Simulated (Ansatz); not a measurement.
```xyz
8

C     0.6830    0.7450    0.0283
C    -0.6250    0.7681   -0.0209
C    -0.6391   -0.8156    0.0251
C     0.6426   -0.7757   -0.0425
H     1.4794    1.5517    0.0318
H    -1.4481    1.5922   -0.0305
H    -1.4277   -1.5743    0.0434
H     1.4240   -1.5500    0.0470
```

Basis set: STO-3G (spherical functions). Frozen core: 4 orbitals. Charge 0, multiplicity 1.

Computed with Ansatz (development build ahead of 0.2.0); each method stands on the lowest determinant of its kind that the runs found. Restricted open shells among the atoms or ions are ROHF, correlated in semicanonical orbitals with singles.

Question: Give the atomization energy at this shape (free ground-state atoms in the same class of orbitals less the molecule, no zero-point energy) of singlet C4H4 by RHF-MP2, RHF.

Answer:

| method | atomization energy |
| --- | --- |
| RHF-MP2 | 34.89 eV |
| RHF | 29.23 eV |

Caution: in another basis set an unrestricted determinant lies well below; the shape is not the minimum.

This basis has no polarisation functions and is too small for such energies, which can lie far from measured ones in either direction.
